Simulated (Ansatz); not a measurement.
Basis-set series for CH3GeN (`N#[C][GeH3]`). Total charge 0; spin multiplicity 1. All single points use the PBE0-D4/def2-TZVP geometry.

```json
{"functional": "PBE0-D4", "basis": "def2-SVP", "functions": "75", "energy (Eh)": "-2170.92853", "HOMO (eV)": "-9.64", "LUMO (eV)": "-0.09"}
{"functional": "PBE0-D4", "basis": "def2-TZVPP", "functions": "152", "energy (Eh)": "-2171.29889", "HOMO (eV)": "-9.71", "LUMO (eV)": "-0.26"}
{"functional": "ωB97M-V", "basis": "def2-SVP", "functions": "75", "energy (Eh)": "-2171.14996", "HOMO (eV)": "-11.89", "LUMO (eV)": "2.04"}
{"functional": "ωB97M-V", "basis": "def2-TZVPP", "functions": "152", "energy (Eh)": "-2171.52414", "HOMO (eV)": "-11.99", "LUMO (eV)": "1.82"}
```

(1) Give the rows for def2-QZVPP. (Estimate.)

## Answers

(1) Ansatz gave: 
```tsv
functional	basis	functions	energy (Eh)	HOMO (eV)	LUMO (eV)
PBE0-D4	def2-QZVPP	293	-2171.34882	-9.72	-0.31
ωB97M-V	def2-QZVPP	293	-2171.57265	-12.00	1.46
```

Positive LUMOs are unbound and depend on the basis. Scalar relativity is left out up to krypton.
